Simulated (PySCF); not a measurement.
Spectrum to structure. Computed with TDDFT CAM-B3LYP/def2-SVPD, vertical, gas phase, core orbitals frozen in the response in PySCF 2.14.0, density-fitted response routines. Geometries: GFN2-xTB, one conformer each.

```
state  E (eV)       f   main configurations (H = HOMO, L = LUMO)
   S1    6.47   0.011       H-1→L (32%), H→L (16%), H-1→L+5 (9%)
   S2    6.62   0.094        H→L (43%), H-1→L (15%), H-4→L (11%)
   S3    6.85  0.0020                   H-3→L (56%), H-2→L (10%)
   S4    6.88   0.014    H-4→L (22%), H→L+4 (13%), H-2→L+4 (12%)
   S5    6.98  0.0059  H-4→L (18%), H-2→L+4 (17%), H-2→L+6 (10%)
   S6    7.09   0.258        H-2→L (36%), H→L (24%), H-4→L (20%)
   S7    7.43   0.019                    H→L+1 (49%), H-2→L (9%)
   S8    7.49   0.033                   H→L+1 (36%), H-2→L (20%)
```

Orbital energies (eV): HOMO-3 -10.01, HOMO-2 -9.56, HOMO-1 -9.37, HOMO -9.12, LUMO 0.45, LUMO+1 1.21, LUMO+2 1.61.

Question: Which candidate is it?
A. `F[C@H]1C=CC=C(Cl)C1`
B. `ClCC(CC#C)=C`
C. `[SiH3]/C(C)=C/C=C`

Answer: B. Its S1, at 6.47 eV, is the highest among the candidates; the nearest of the others has S1 at 5.38 eV. S1 is HOMO-1→LUMO (32%), HOMO→LUMO (16%), HOMO-1→LUMO+5 (9%). Löwdin shares by element: HOMO carbon 79% or more (atoms not listed hold the other 21%); LUMO carbon 56% or more, chlorine 20% (atoms not listed hold the other 23%). At the same level the other candidates give, for their lowest levels:
- `F[C@H]1C=CC=C(Cl)C1`: 4.74 eV (f 0.220); 6.21 eV (f 0.005); 6.56 eV (f 0.000); 6.69 eV (f 0.017); 6.83 eV (f 0.009); T1 2.79 eV; HOMO -8.01, LUMO -0.45 eV
- `C=C/C=C(\C)[SiH3]`: 5.38 eV (f 0.754); 6.24 eV (f 0.002); 6.38 eV (f 0.003); 6.90 eV (f 0.020); 7.13 eV (f 0.005); T1 2.99 eV; HOMO -7.84, LUMO -0.07 eV

Conformer computed: `[CH:1]#[C:2][CH2:3][C:4](=[CH2:5])[CH2:6][Cl:7]`: C2–C3–C4–C5 109°, C3–C4–C6–Cl7 -73°.
Triplets come from the Tamm–Dancoff approximation.
